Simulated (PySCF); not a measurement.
Species: C7H10N (doublet state).
Z-matrix (Å and degrees, GFN2-xTB geometry), rows numbered from 1:
```
N 
C   1  1.4623
C   2  1.4898  1  109.33
C   3  1.3352  2  135.12  1   101.91
C   4  1.5189  3   94.08  2  -173.82
C   5  1.4863  4  111.35  3    87.04
C   6  1.4831  5   94.06  4   -84.85
C   3  1.5070  2  130.27  1   -69.22
H   1  1.0145  2  110.27  3   177.82
H   1  1.0152  2  109.77  3   -63.48
H   2  1.1039  1  113.27  3   121.67
H   2  1.0949  1  107.22  3  -118.80
H   4  1.0753  3  134.87  2     1.75
H   5  1.0875  4  117.89  3  -127.67
H   6  1.0732  5  130.01  4    71.53
H   7  1.0934  6  117.39  5   118.02
H   7  1.0932  6  114.17  5  -114.31
H   8  1.0843  3  119.42  2   -57.86
```

The hyperfine couplings belong to this conformer and change with its torsions.

As a line formula: `NCC1=C[C@@H]2[CH]C[C@H]12` [radical].

Theory: PySCF, UKS B3LYP, pcH-1 on C H N, non-relativistic, mean-field spin-orbit, GIAO. The structure is a single GFN2-xTB conformer in the gas phase; no vibrational or solvent corrections. Couplings are sensitive to structure, and on GFN2-xTB geometries they can be far from those on DFT ones. No stability test was run, so a lower SCF solution isn't excluded.

(1) Where do the isotropic ENDOR lines of N1, H17, H16, H14, H15, H9/H10, H12 and H13 fall at 334.8 mT, to first order?

(2) Which pairs are centred on the nuclear Larmor frequency, and which on half the coupling?

(3) At what field would the lower line of H15 fall to zero frequency?

Results:

(1) For S = 1/2 in fast tumbling each set of equivalent nuclei gives two lines, ν± = |νn ± a/2| to first order, with νn = g_N μN B/h and μN/h = 7.62259 MHz/T.

```json
{"nuclei": "N1", "isotope": "14N", "g_N": "0.4038", "νn (MHz)": "1.03", "a_iso (MHz)": "4.80", "lower line (MHz)": "1.37", "upper line (MHz)": "3.43"}
{"nuclei": "H17", "isotope": "1H", "g_N": "5.5857", "νn (MHz)": "14.25", "a_iso (MHz)": "119.42", "lower line (MHz)": "45.45", "upper line (MHz)": "73.96"}
{"nuclei": "H16", "isotope": "1H", "g_N": "5.5857", "νn (MHz)": "14.25", "a_iso (MHz)": "88.48", "lower line (MHz)": "29.99", "upper line (MHz)": "58.50"}
{"nuclei": "H14", "isotope": "1H", "g_N": "5.5857", "νn (MHz)": "14.25", "a_iso (MHz)": "66.93", "lower line (MHz)": "19.21", "upper line (MHz)": "47.72"}
{"nuclei": "H15", "isotope": "1H", "g_N": "5.5857", "νn (MHz)": "14.25", "a_iso (MHz)": "-49.45", "lower line (MHz)": "10.47", "upper line (MHz)": "38.98"}
{"nuclei": "H9/H10", "isotope": "1H", "g_N": "5.5857", "νn (MHz)": "14.25", "a_iso (MHz)": "1.31", "lower line (MHz)": "13.60", "upper line (MHz)": "14.91"}
{"nuclei": "H12", "isotope": "1H", "g_N": "5.5857", "νn (MHz)": "14.25", "a_iso (MHz)": "1.15", "lower line (MHz)": "13.68", "upper line (MHz)": "14.83"}
{"nuclei": "H13", "isotope": "1H", "g_N": "5.5857", "νn (MHz)": "14.25", "a_iso (MHz)": "0.76", "lower line (MHz)": "13.88", "upper line (MHz)": "14.63"}
```

(2) Centred on νn, since |a| < 2νn: H9/H10, H12 and H13. Centred on |a|/2 and split by 2νn: N1, H17, H16, H14 and H15.

(3) Where νn = |a|/2, that is B = 24.72 MHz/(5.5857 × 7.62259 MHz/T) = 581 mT, as far as first order holds there.

Nuclei that the bonding pattern makes equivalent are averaged, as if the motion that swaps them (rotation, inversion, ring flip) were fast.

On one thread, Arm Neoverse V2 (aarch64), no GPU (shared host), this took 90 s (grids of density and orbitals included) and 0.96 GiB of memory at its peak.
